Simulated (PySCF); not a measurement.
# One molecule, several mistakes: AlB2H4O

These are calculations, not measurements. They come from PySCF 2.14.0, an open-source quantum chemistry program, on an isolated molecule that a program drew, which may never have been made. The molecule is AlB2H4O (charge 0, doublet), drawn as the SMILES string `OB[B][AlH2]`.

Each row is a Hartree-Fock (HF) and frozen-core CCSD(T) single point in the cc-pV(D+d)Z basis, meant for a local HF minimum. Run 1 is clean. Each other run has one planted mistake out of seven kinds, and not every kind appears here: one electron removed, one electron added, multiplicity raised by two, geometry at a saddle point, minimal basis STO-3G, one bond length entered in bohr, all coordinates scaled. The reference is restricted for singlets and unrestricted otherwise, and also for a bond in bohr. Adding or removing an electron swaps singlet and doublet. Electrons count all cores. HOMO and LUMO are orbital energies over both spins, the gradient is its largest component, and the lowest frequency (negative if imaginary) is given only where the gradient is small. Bond lengths are over the 7 bonds as drawn. T1 is the CCSD diagnostic: over 0.02 (restricted) or 0.045 (unrestricted) a single reference is doubtful.

Geometry of the clean run:
```xyz
8
AlB2H4O, angstrom
O     0.4450    2.6044    0.4211
B    -0.4356    1.6446    0.8019
B    -1.3934    0.6733   -0.1754
Al   -2.6330   -0.5909   -1.2826
H     0.5205    2.7332   -0.5114
H    -0.5362    1.4752    1.9935
H    -2.6198   -0.4943   -2.8630
H    -3.5712   -1.6302   -0.5473
```

```
run,electrons,basis functions,<S^2>,HOMO (eV),LUMO (eV),gradient (hartree/bohr),lowest frequency (cm^-1),mean bond (Å),longest bond (Å),T1,HF (hartree),CCSD(T) (hartree),mistake
1,35,85,0.758,-8.50,0.46,3.4e-05,113,1.4915,2.088,0.0176,-368.44614,-368.89247,no fault
2,35,85,1.660,-8.58,0.20,2.4e-02,-,1.6640,2.565,0.0481,-368.28212,-368.70288,one bond length entered in bohr
3,34,85,0.000,-16.49,-6.61,4.0e-02,-,1.4915,2.088,0.0219,-368.17055,-368.60722,?
4,35,28,0.761,-5.68,6.57,6.2e-02,-,1.4915,2.088,0.0206,-363.84674,-364.02556,?
```

**Which mistake was planted in run 3, and what did it cost?**

It counts 34 electrons, one fewer than the clean run, at the same geometry and basis. So the mistake is: one electron removed. Subtracting run 1 and multiplying by 627.51 kcal/mol a hartree, the energy moved by 172.9 kcal/mol in HF and 179.0 kcal/mol in CCSD(T).

**Which mistake was planted in run 4, and what did it cost?**

It has 28 basis functions where the clean run has 85, with the same electrons and geometry. So the mistake is: minimal basis STO-3G. Subtracting run 1 and multiplying by 627.51 kcal/mol a hartree, the energy moved by 2886.2 kcal/mol in HF and 3054.0 kcal/mol in CCSD(T).

Cautions from the logs. Run 2: T1 is over the limit, so its CCSD(T) energy is less reliable; run 3: T1 is over the limit, so its CCSD(T) energy is less reliable.
